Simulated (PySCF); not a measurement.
Species: C6H5F3O.
SMILES with atom numbers: `[CH2:1]=[C:2]1[CH:3]=[C:4]1[O:5][CH2:6][C:7]([F:8])([F:9])[F:10]` (hydrogens: H11, H12 on C1; H13 on C3; H14, H15 on C6)

A GFN2-xTB structure was refined with PBE0-D3(BJ)/def2-SVP geometry optimisation, gas phase (PySCF 2.14.0). Its GFN2-xTB values:

```tsv
coordinate	GFN2-xTB
C1=C2	1.343 Å
C1–H11	1.047 Å
C1–H12	1.082 Å
C2–C3	1.472 Å
C2–C4	1.405 Å
C3=C4	1.310 Å
C3–H13	1.076 Å
C4–O5	1.362 Å
O5–C6	1.411 Å
C6–C7	1.528 Å
C6–H14	1.095 Å
C7–F8	1.341 Å
C1–C2–C3	154.3°
C1–C2–C4	151.6°
C2–C3–C4	60.3°
C2–C4–C3	65.6°
C2–C4–O5	147.8°
C3–C4–O5	146.6°
C6–C7–F10	110.3°
F8–C7–F9	107.0°
C1–C2–C3–C4	179°
C3–C4–O5–C6	-2°
C4–O5–C6–C7	-82°
O5–C6–C7–F8	66°
```

Problem. How do these coordinates change at the PBE0-D3(BJ)/def2-SVP level?

Solution. 
| coordinate | PBE0-D3(BJ)/def2-SVP (Å or °) | change |
| --- | --- | --- |
| C4–O5 | 1.316 | -0.046 |
| C1–H11 | 1.091 | +0.044 |
| C2–C4 | 1.421 | +0.016 |
| C3=C4 | 1.324 | +0.014 |
| C2–C3 | 1.459 | -0.013 |
| C6–C7 | 1.516 | -0.012 |
| C3–H13 | 1.086 | +0.010 |
| C1=C2 | 1.333 | -0.010 |
| C7–F8 | 1.332 | -0.009 |
| C1–H12 | 1.091 | +0.009 |
| O5–C6 | 1.408 | -0.003 |
| C6–H14 | 1.098 | +0.003 |
| C3–C4–O5 | 150.1 | +3.5 |
| C2–C4–O5 | 145.8 | -2.0 |
| C1–C2–C3 | 152.4 | -1.9 |
| C2–C4–C3 | 64.1 | -1.5 |
| C6–C7–F10 | 109.0 | -1.3 |
| C1–C2–C4 | 152.8 | +1.2 |
| F8–C7–F9 | 108.0 | +1.0 |
| C2–C3–C4 | 61.2 | +0.9 |
| C4–O5–C6–C7 | -90 | -8 |
| O5–C6–C7–F8 | 64 | -2 |
| C3–C4–O5–C6 | 0 | +2 |
| C1–C2–C3–C4 | -179 | +2 |

The energy falls by 15.1 kJ/mol over 11 energy and gradient evaluations, the largest force component goes from 0.0445 to 3.5e-04 Eh/bohr, and the atoms move by 0.088 Å rms after alignment. The bond that changes most is C4–O5 (vinylic carbon bearing oxygen to ether oxygen), which shortens by 0.046 Å. Bonds longer at the end by more than 0.005 Å: 6 of 15; shorter: 7. Rotational constants go from 3337, 686.6, 667.2 to 3438, 675.5, 656.2 MHz.

The run used 165 basis functions and 73 SCF cycles in all. On one thread, Arm Neoverse N1 (aarch64), shared host with 64 logical CPUs at a one-minute load of 58, this took 3.8 min and 0.65 GiB of memory at its peak.

Whether it is a minimum is left open (no frequencies). The numbers are those of one conformer.

Conformer computed: `[CH2:1]=[C:2]1[CH:3]=[C:4]1[O:5][CH2:6][C:7]([F:8])([F:9])[F:10]`: C3–C4–O5–C6 0°, C4–O5–C6–C7 -90°, O5–C6–C7–F8 64°.
